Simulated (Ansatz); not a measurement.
Geometry optimisation, RKS B3LYP-D4/cc-pVDZ in Ansatz 0.2.0.

input.yaml

```yaml
crystal:
  periodic: [false, false, false]
  atoms:
    - { symbol: Al, position_ang: [0.471625, -1.961077, 0.126158] }
    - { symbol: O, position_ang: [1.127552, -1.015952, -1.293194] }
    - { symbol: H, position_ang: [-0.743678, -2.938904, -0.159271] }
    - { symbol: H, position_ang: [1.389643, -1.92385, 1.41366] }
    - { symbol: H, position_ang: [-0.857026, 1.271858, 0.584476] }
    - { symbol: "N", position_ang: [-1.179868, 0.546215, 1.227233] }
    - { symbol: H, position_ang: [0.651864, 1.195325, -1.314883] }
    - { symbol: O, position_ang: [0.391403, 2.109281, -1.110062] }
    - { symbol: H, position_ang: [0.650136, -1.153461, -2.124354] }
    - { symbol: H, position_ang: [-0.903762, 0.834972, 2.167131] }
    - { symbol: H, position_ang: [-2.200801, 0.562421, 1.209339] }
    - { symbol: H, position_ang: [1.20281, 2.473173, -0.726432] }
basis:
  gaussian: { orbitals: cc-pVDZ }
hamiltonian:
  xc: b3lyp
  dispersion: d4
relax:
  f_tol: 0.03
  max_steps: 50
output:
  orbitals: {}
```

Run as:

```bash
$ ansatz run input.yaml --threads 2 --pin off --max-ram 3072MiB --backend cpu --events-out ev --progress --plain --runs-dir out
```

Question: Where does it end, and by what steps?

Answer: The forces met the threshold. After 11 steps the energy has fallen by 1.229 eV; H11 moved furthest, 0.69 Å. Joined: Al1–N6 (3.20 → 2.06 Å).

```json
{"step": "0", "energy less start (eV)": "0.0000", "largest force component (eV/Å)": "1.183", "accepted": "yes"}
{"step": "1", "energy less start (eV)": "-0.3028", "largest force component (eV/Å)": "0.722", "accepted": "yes"}
{"step": "2", "energy less start (eV)": "-0.6039", "largest force component (eV/Å)": "1.385", "accepted": "yes"}
{"step": "3", "energy less start (eV)": "-0.9729", "largest force component (eV/Å)": "1.794", "accepted": "yes"}
{"step": "4", "energy less start (eV)": "-1.1399", "largest force component (eV/Å)": "1.076", "accepted": "yes"}
{"step": "5", "energy less start (eV)": "-1.1633", "largest force component (eV/Å)": "0.652", "accepted": "yes"}
{"step": "6", "energy less start (eV)": "-1.1854", "largest force component (eV/Å)": "1.035", "accepted": "yes"}
{"step": "7", "energy less start (eV)": "-1.2212", "largest force component (eV/Å)": "0.161", "accepted": "yes"}
{"step": "8", "energy less start (eV)": "-1.2256", "largest force component (eV/Å)": "0.186", "accepted": "yes"}
{"step": "9", "energy less start (eV)": "-1.2271", "largest force component (eV/Å)": "0.200", "accepted": "yes"}
{"step": "10", "energy less start (eV)": "-1.2290", "largest force component (eV/Å)": "0.035", "accepted": "yes"}
{"step": "11", "energy less start (eV)": "-1.2293", "largest force component (eV/Å)": "0.019", "accepted": "yes"}
```

```xyz
12
Properties=species:S:1:pos:R:3
Al 0.196 -1.360 0.306
O 0.664 -0.655 -1.284
H -0.828 -2.586 0.207
H 1.383 -1.347 1.378
H -0.521 1.071 0.449
N -0.923 0.240 0.947
H 0.573 1.044 -1.222
O 0.417 1.938 -0.810
H 0.520 -1.161 -2.092
H -0.869 0.412 1.954
H -1.916 0.188 0.704
H 1.304 2.217 -0.536
```

Whether the end is a true minimum wasn't checked by a vibrational analysis.

Time of the run: 26 s on 2 threads of Arm Neoverse V2, on a shared host, peak memory 0.2 GiB.
